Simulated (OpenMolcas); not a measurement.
# Cr5+, Mo5+, W5+: d down the group

* Program: OpenMolcas 26.06
* Method: SS-CASPT2, IPEA 0.25 Eh, imaginary shift 0.1 Eh
* Basis: ANO-R2
* Scalar Hamiltonian: X2C, finite nucleus
* Spin-orbit coupling: RASSI with atomic mean-field integrals over the reference wave functions, term energies averaged over their components

Active space for each ion: 1 electron in 10 orbitals (d d); closed shells correlated by CASPT2: Cr5+ 3s 3p; Mo5+ 4s 4p; W5+ 5s 5p.

Computed levels in cm-1 above ²D_3/2:

```csv
Level,Cr5+,Mo5+,W5+
²D_5/2,930,2538,9519
weight of ²D in the lowest level (%),100,100,100
```

Measured, with the error of the calculation in %. Measured levels: Cr5+ from Sugar and Corliss, J. Phys. Chem. Ref. Data 6, 317 (1977); Mo5+ from Sugar and Musgrove, J. Phys. Chem. Ref. Data 17, 155 (1988); W5+ from the list in J. Phys. B 45, 035002 (2012).

```json
{"Level": "²D_5/2", "Cr5+": "940 (-1.0)", "Mo5+": "2584 (-1.8)", "W5+": "8709 (+9.3)"}
```

The fine-structure level ²D_5/2 changes by a factor of 10.2 from Cr5+ to W5+.

With one active electron, CASPT2 adds the correlation within the correlated inactive shells and between them and that electron, and leaves the splitting within a term as the reference gives it. With one active electron outside closed inactive shells, the extra shells (4d) add no correlation to the reference (holds for Cr5+). With one active electron outside closed inactive shells, the extra shells (5d) add no correlation to the reference (holds for Mo5+). With one active electron outside closed inactive shells, the extra shells (6d) add no correlation to the reference (holds for W5+). Computed and measured levels are paired by configuration, term and J; levels that our copy of the source lacks, or whose pairing is in doubt (as where it misses far off the trend of its configuration), stay unpaired and out of the deviations. Levels of configurations outside the active space are missing.
